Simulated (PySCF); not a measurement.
Structure from NMR data

The spectra below were simulated for a compound C5H6O2.

$^{1}$H NMR (300 MHz, computed): δ 7.92 (dd, J = 15.6, 7.7 Hz, 1H), 7.39 (m, 1H), 6.45 (m, 1H), 6.23 (m, 1H), 5.12 (d, J = 15.6 Hz, 1H), 4.69 (d, J = 7.7 Hz, 1H).

$^{13}$C{$^{1}$H} NMR (computed): δ 172.0 (C), 150.9 (CH), 150.1 (CH2), 133.4 (CH), 102.4 (CH2).

PySCF calculation with spin–spin couplings from B3LYP/pcJ-1 (without the spin–dipole term), shieldings: GIAO HF/pcSseg-2 and PBE0-D3(BJ)/def2-SVP structure; gas phase, single conformer, relativity neglected.

Referencing at the same level of theory: TMS for $^{1}$H (σ = 31.68 ppm), $^{13}$C (σ = 191.47 ppm).

Question: What is the structure?

Answer: 
1. Rings plus π bonds: 3 (no ring in the answer).
2. 5 carbon signals for 5 carbons: no two carbons are equivalent.
3. Carbon types of the structure: 1 × C, 2 × CH, 2 × CH2, which accounts for all hydrogens.
4. δC 172.0: ester carbonyl carbon; it is a carbonyl in resonance with an O or N lone pair, the region of acids, esters and amides.
5. δC 150.9: alkene carbon bearing oxygen; an sp2 carbon further deshielded by the attached heteroatom.
6. δC 150.1: β carbon of a C=C–C=O unit; conjugation with the carbonyl draws π density from the β position.
7. δC 133.4: α carbon of a C=C–C=O unit; an sp2 carbon of a C=C bond.
8. δC 102.4: β carbon of an enol-ether or enamine type C=C; the O or N lone pair pushes π density onto this β carbon and shields it.
9. δH 7.92: hydrogen on an alkene carbon bearing oxygen; attached to an sp2 carbon and in the plane of the double bond.
10. δH 6.23: hydrogen on an α carbon of a C=C–C=O unit; a vinylic proton, deshielded by the sp2 carbon and the C=C anisotropy.
11. The protons at 6.23 and 7.39 share a coupling of 18.7 Hz (vicinal, trans across C=C).
12. The protons at 5.12 and 7.92 share a coupling of 15.6 Hz (vicinal, trans across C=C).
13. The protons at 6.23 and 6.45 share a coupling of 11.4 Hz (vicinal, cis across C=C).
14. The protons at 4.69 and 7.92 share a coupling of 7.7 Hz (vicinal, cis across C=C).

Structure: `C=COC(=O)C=C`.

The data come from this structure; uniqueness wasn't tested.

Multiplet labels drop couplings under 1 Hz and merge nearly equal ones. Unscaled 3J(H,H) at this level run about 10 % above measured values. Shifts are as computed, not scaled to solution data. Of 1211 compounds with measured shifts, 218 miss one by over three times the rms of a fit or turn the order of signals round; such compounds aren't used in these exercises.
